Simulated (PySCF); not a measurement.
Species: isophorone, C9H14O.
SMILES with atom numbers: `[CH3:1][C:2]1=[CH:3][C:4](=[O:5])[CH2:6][C:7]([CH3:8])([CH3:9])[CH2:10]1` (hydrogens: H11, H12, H13 on C1; H14 on C3; H15, H16 on C6; H17, H18, H19 on C8; H20, H21, H22 on C9; H23, H24 on C10)

Computed with PySCF at PBE0/pcSseg-1, non-relativistic, on one gas-phase PBE0-D3(BJ)/def2-SVP geometry that isn't relaxed in the solvent. The solvent is an IEF-PCM continuum (van der Waals radii × 1.2). The model holds no explicit solvent molecules, cavitation or dispersion.

Gas phase at PBE0/pcSseg-1: HOMO -6.90 eV, LUMO -1.28 eV, dipole 4.33 D.

What does the continuum do to the energy, the frontier levels and the dipole at PBE0/pcSseg-1 in benzene, chloroform and acetonitrile?

| solvent | ε | E(solvent) − E(gas) (kcal/mol) | polarisation term (kcal/mol) | distortion of the solute (kcal/mol) | HOMO (eV) | LUMO (eV) | dipole (D) |
| --- | --- | --- | --- | --- | --- | --- | --- |
| benzene | 2.271 | -3.08 | -3.40 | 0.32 | -7.00 | -1.27 | 5.05 |
| chloroform | 4.711 | -4.89 | -5.73 | 0.84 | -7.07 | -1.28 | 5.51 |
| acetonitrile | 35.69 | -6.76 | -8.43 | 1.67 | -7.15 | -1.30 | 6.03 |

The polarisation term is half the interaction of the solute with the surface charges that it induces; the rest is the cost of distorting the solute's density. The sum is the electrostatic part of solvation alone. From benzene to acetonitrile the lowering changes by a factor 2.20, Onsager's factor (ε − 1)/(2ε + 1) by 2.09 and ε itself by 15.7.

Which radius a makes the point-dipole formula ΔE = −[(ε − 1)/(2ε + 1)]·μ²/a³ give the value in acetonitrile, with the gas-phase dipole?

μ = 1.702 au and |ΔE| = 0.01077 Eh give a = 2.67 Å; the farthest nucleus lies 3.70 Å from the centroid of the nuclei, so such a sphere wouldn't even hold the nuclei. The formula assumes a rigid point dipole at the centre of a sphere.

Which Hirshfeld charges (PBE0/pcSseg-1) respond most in acetonitrile (means over atoms taken as equivalent)?

| atoms | environment | gas (e) | solvent (e) | change |
| --- | --- | --- | --- | --- |
| O5 | ketone oxygen | -0.257 | -0.312 | -0.055 |
| C2 | fully substituted alkene carbon | +0.044 | +0.057 | +0.013 |
| C3 | alkene CH carbon | -0.077 | -0.089 | -0.012 |
| H23/H24 | methylene hydrogen | +0.043 | +0.052 | +0.009 |
| H11/H12/H13 | methyl hydrogen | +0.051 | +0.057 | +0.006 |
| C10 | allylic carbon | -0.066 | -0.062 | +0.004 |
| H15/H16 | methylene hydrogen | +0.046 | +0.049 | +0.003 |
| C1 | allylic carbon | -0.109 | -0.106 | +0.003 |
| C7 | quaternary sp3 carbon | +0.025 | +0.028 | +0.003 |
| H14 | vinylic hydrogen | +0.046 | +0.044 | -0.002 |
| C4 | ketone carbonyl carbon | +0.145 | +0.143 | -0.002 |
| H17 (×6) | methyl hydrogen | +0.038 | +0.040 | +0.002 |

Which Mayer bond orders change most in acetonitrile?

| bond | length (Å) | gas | solvent | change |
| --- | --- | --- | --- | --- |
| C4–O5 | 1.214 | 1.940 | 1.885 | -0.055 |
| C2–C3 | 1.348 | 1.706 | 1.684 | -0.022 |
| C3–C4 | 1.471 | 1.063 | 1.080 | +0.017 |
| C4–C6 | 1.514 | 1.006 | 1.017 | +0.011 |
| C1–C2 | 1.493 | 1.090 | 1.097 | +0.007 |
| C10–C2 | 1.503 | 1.024 | 1.030 | +0.006 |
| C6–H15 | 1.106 | 0.919 | 0.913 | -0.006 |
| C10–H23 | 1.107 | 0.914 | 0.908 | -0.006 |

On an Arm Neoverse V1 with one thread, no GPU, shared host with 32 logical CPUs at a one-minute load of 8.6, this took 56 s and 1.2 GiB of memory at its peak. This is the whole shielding run at PBE0/pcSseg-1 in acetonitrile, SCF included.
